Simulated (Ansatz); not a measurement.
## Ansatz (development build ahead of 0.2.0) run

```yaml
crystal:
  periodic: [false, false, false]
  atoms:
    - { symbol: F, position_ang: [0.0, 0.0, 0.0] }
    - { symbol: Si, position_ang: [2.4343, 0.0, 0.0] }
    - { symbol: Si, position_ang: [-1.2172, 2.1082, 0.0] }
    - { symbol: Si, position_ang: [-1.2172, -2.1082, 0.0] }
basis:
  gaussian: { orbitals: pcseg-2 }
magnetization:
  initial_magnetization: 3
hamiltonian:
  xc: pbe0
```

The input is written out in the form of the current development build from the run's settings.

Results

```yaml
Converged: yes
Total_energy: -967.58703 hartree
Spin_squared_of_the_determinant: 3.750
Stability_test: minimum among restricted orbitals
```

Caution: stretched shape with no unrestricted run beside it, a lower state can exist; other spin multiplicities may lie lower.
